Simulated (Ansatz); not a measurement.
Zn₁₂H₃₀Se₁₂, relaxed as a singlet with RKS PBE-D4/def2-SVP in Ansatz, starting from the GFN1-xTB geometry. Force threshold 0.03 eV/Å.

Single mean-field runs in def2-SVP are fitted with def2-universal-jkfit. In the singlet geometry the species has come apart into loosely held pieces. In the singlet, H42 and H51 lie 0.78 Å apart, H37 and H47 lie 0.78 Å apart, H25 and H30 lie 0.78 Å apart (atoms count from 1), so H2 has formed as a molecule.

Start:

Cartesian coordinates in Å:
```
Zn -5.064 1.018 -0.261
Se -4.818 -1.893 -0.131
Zn -2.937 2.986 -0.250
Se -1.067 4.060 1.867
Se -2.313 0.733 -0.130
Zn -1.344 0.188 2.110
Zn -2.575 -3.676 0.041
Se -1.309 -2.580 1.920
Zn 1.590 2.844 2.644
Se 1.120 0.624 2.065
Zn 2.405 0.788 4.513
Zn 0.876 -3.782 2.249
Se 2.052 -2.105 4.260
Se -0.886 3.885 -2.283
Zn -1.155 0.008 -2.226
Se -1.147 -2.734 -1.806
Zn 1.825 2.617 -2.723
Se 2.616 3.776 -0.044
Se 1.298 0.453 -2.002
Zn 2.505 -0.107 0.114
Zn 1.054 -3.955 -1.845
Se 1.996 -2.834 0.204
Zn 2.785 0.417 -4.339
Se 2.400 -2.447 -3.882
H -5.582 1.327 1.185
H -5.453 1.206 -1.767
H -5.660 -2.445 0.894
H -5.574 -2.534 -1.171
H -3.967 4.155 -0.345
H -1.804 3.580 2.997
H -1.268 5.434 2.248
H -2.173 0.448 3.420
H -3.240 -5.073 0.070
H -2.054 -3.041 3.062
H 2.158 3.964 3.570
H 1.324 1.116 5.599
H 3.942 0.916 4.236
H 1.069 -5.205 2.829
H 1.445 -2.659 5.440
H 3.281 -2.810 4.498
H -1.048 5.220 -2.798
H -1.527 3.305 -3.425
H -1.866 0.158 -3.621
H -1.792 -3.290 -2.966
H 2.473 3.659 -3.688
H 3.202 5.091 -0.074
H 3.899 3.143 0.039
H 4.073 -0.031 0.182
H 1.289 -5.421 -2.283
H 3.294 -3.453 0.285
H 1.800 0.651 -5.533
H 4.293 0.569 -3.946
H 1.907 -3.110 -5.058
H 3.650 -3.156 -3.942
```

| step | energy (eV) | largest force component (eV/Å) | SCF passes |
| --- | --- | --- | --- |
| 1 | -1365344.4621 | 1.662 | 21 |
| 2 | -1365345.4890 | 0.419 | 20 |
| 3 | -1365345.7461 | 0.142 | 21 |
| 4 | -1365345.8876 | 0.124 | 21 |
| 5 | -1365345.9998 | 0.410 | 21 |
| 6 | -1365346.1464 | 0.347 | 20 |
| 7 | -1365346.2994 | 0.341 | 21 |
| 8 | -1365346.4982 | 0.562 | 24 |
| 9 | -1365346.8078 | 0.861 | 25 |
| 10 | -1365347.2482 | 0.643 | 26 |
| 11 | -1365347.5661 | 1.295 | 25 |
| 14 | -1365348.4976 | 0.253 | 20 |
| 17 | -1365348.8804 | 0.170 | 20 |
| 20 | -1365349.0287 | 0.349 | 19 |
| 23 | -1365349.1668 | 0.400 | 19 |
| 26 | -1365349.3548 | 0.353 | 19 |
| 29 | -1365349.7283 | 0.350 | 20 |
| 32 | -1365350.2663 | 0.615 | 20 |
| 35 | -1365350.8921 | 0.870 | 25 |
| 38 | -1365351.7344 | 1.195 | 24 |
| 41 | -1365352.2169 | 0.371 | 20 |
| 44 | -1365352.3852 | 0.056 | 19 |
| 47 | -1365352.3951 | 0.029 | 20 |
| 50 | -1365352.3968 | 0.044 | 21 |
| 52 | -1365352.3971 | 0.012 | 14 |

Force components are those of the run's own axes.

End:

Cartesian coordinates in Å:
```
Zn -4.399 2.082 -0.312
Se -4.611 -1.788 -0.302
Zn -1.986 3.140 -0.265
Se -1.058 4.099 1.806
Se -2.294 0.649 -0.243
Zn -1.456 0.327 2.070
Zn -2.543 -3.460 -0.058
Se -1.322 -2.324 1.854
Zn 1.161 3.029 1.743
Se 1.008 0.534 1.971
Zn 2.006 1.817 3.920
Zn 0.877 -3.556 2.124
Se 2.160 -1.981 3.857
Se -0.895 3.946 -2.319
Zn -1.144 0.153 -2.395
Se -1.142 -2.452 -1.929
Zn 1.306 2.914 -1.959
Se 2.604 3.835 -0.075
Se 1.294 0.406 -1.943
Zn 2.602 0.030 0.126
Zn 1.089 -3.685 -1.969
Se 2.056 -2.565 0.089
Zn 2.619 1.552 -3.782
Se 2.088 -2.179 -3.929
H -4.751 2.187 2.016
H -5.850 1.550 -0.480
H -4.605 -1.215 1.064
H -5.584 -2.850 0.109
H -3.676 3.612 -0.321
H -4.054 1.895 2.204
H -1.612 2.972 2.622
H -2.297 0.939 3.262
H -3.010 -4.952 -0.051
H -2.052 -2.995 2.959
H 1.983 3.375 3.257
H 2.235 1.236 5.345
H 4.231 1.478 3.321
H 0.981 -5.062 2.531
H 1.032 -1.378 4.605
H 2.299 -3.076 4.870
H -1.358 2.733 -3.072
H 0.433 1.271 -4.861
H -1.675 0.731 -3.767
H -1.778 -3.168 -3.063
H 2.233 3.162 -3.432
H 3.434 2.589 0.000
H 4.014 1.305 2.594
H 4.095 0.521 0.291
H 1.234 -5.211 -2.276
H 3.297 -3.371 0.201
H 0.966 1.391 -5.414
H 3.676 0.852 -4.686
H 2.780 -3.340 -4.576
H 3.359 -1.707 -3.330
```

Bonds lost: Zn1–H25, Se4–H30, Zn11–H37, Se14–H42, Se18–H47, Zn23–H51 (atoms count from 1). Bonds formed: Zn1–H29, Zn11–H35, Zn23–H45 (atoms count from 1). The end holds 4 separate pieces.

The force fell under the threshold at step 46, but the optimiser went on and released 0.004 eV more. No frequencies were taken in this run, so the end may be a saddle point.

Run time 4.5 min (11 threads of AMD EPYC 7R13 on a shared host and a whole NVIDIA H100 80GB HBM3), peak host memory 1.8 GiB.
